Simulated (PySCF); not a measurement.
Precursor series Nb Cl-NH2. Gas-phase values, no solvent. One relaxed conformer stands for each flexible species; it need not be the lowest.

Method: PBE-D3(BJ)/def2-TZVP // r2SCAN-D4/def2-SVP (PySCF). 

```csv
species,charge on the central atom (Mulliken) (e),coordination number,HOMO (eV)
1 of 5 Cl replaced by NH2 ([Nb(Cl)4(NH2)]),1.20,5,-7.38
2 of 5 Cl replaced by NH2,1.26,5,-7.01
3 of 5 Cl replaced by NH2 ([Nb(Cl)2(NH2)3]),1.41,?,-6.17
4 of 5 Cl replaced by NH2 ([Nb(Cl)(NH2)4]),1.47,5,-5.77
5 of 5 Cl replaced by NH2 ([Nb(NH2)5]),1.61,?,?
```

**Question.** What belongs in the gaps?

**Answer.** 
- 3 of 5 Cl replaced by NH2 ([Nb(Cl)2(NH2)3]), coordination number: 5
- 5 of 5 Cl replaced by NH2 ([Nb(NH2)5]), coordination number: 5
- 5 of 5 Cl replaced by NH2 ([Nb(NH2)5]), HOMO (eV): -5.13
